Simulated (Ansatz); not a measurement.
Two structures of SiH2Cl2O, singlet, reached by relaxing down either side of one saddle point (PBE0-D4/def2-TZVP). Energies are electronic, without zero-point energy. Computed with Ansatz 0.2.0 (basis: def2-TZVPP and def2-QZVPP); correlated methods freeze the cores. Extrapolation: Hartree–Fock as exp(−7.88 √X), correlation as X^−2.97. First:

| atom | x (Å) | y (Å) | z (Å) |
| --- | --- | --- | --- |
| Si1 | 0.1911 | -1.3048 | 0.0305 |
| Cl2 | 1.4749 | -0.4017 | -1.4292 |
| Cl3 | -1.7237 | -0.8561 | -0.8220 |
| H4 | -0.7800 | 0.8941 | 0.7672 |
| O5 | 0.1059 | 0.5597 | 0.9752 |
| H6 | 0.7318 | 1.1087 | 0.4784 |

Second:

```xyz
6
angstrom
Si 0.0061 -0.3391 0.1586
Cl 1.6742 -0.8321 -0.9100
Cl -1.6168 -0.9019 -0.9447
H 0.0079 -1.0524 1.4403
O -0.0314 1.2474 0.4893
H -0.0399 1.8780 -0.2334
```

Question: Which bonds change from the first to the second?

Answer: SiCl₂ + H₂O → SiH₂Cl₂O ([OH][SiH]([Cl])[Cl]); bonds formed: Si1–H4; dative contacts that become bonds: Si1–O5; bonds broken: H4–O5.

Question: Give the saddle point's structure and its height above each. (Judge from chemistry; the value comes from the calculation.)

Answer: Computed: 1.389 eV above the first and 3.517 eV above the second (CCSD(T) at an estimated basis limit (MP2 extrapolated from triple and quadruple zeta, plus CCSD(T) − MP2 in triple zeta)).
```
atom    x (Å)    y (Å)    z (Å)
 Si1   0.0993  -0.7764   0.0539
 Cl2   1.7598  -1.0921  -1.1183
 Cl3  -1.5046  -0.7324  -1.2570
  H4  -0.0390   0.0795   1.4368
  O5   0.2189   0.9792   0.5614
  H6  -0.5344   1.5421   0.3234
```

T1 diagnostic: at most 0.014. The restricted Hartree–Fock reference is unstable towards an unrestricted one at one or more of these structures.

Losses and insertions of silylenes and their heavier kin drive the gas-phase chemistry of silicon and germanium vapour deposition.

Labels in which every atom is bracketed show which atoms are joined, not bond orders.

For scale, one of the runs: CCSD(T)/def2-TZVPP, 185 basis functions, launched by `ansatz run in.yaml --threads 2 --pin off --events-out ev --progress --plain --max-ram 4352MiB`. Time: 41 s of wall clock on 2 CPU threads of an Arm Neoverse V2; the host was shared. Peak host memory: 1.7 GiB.
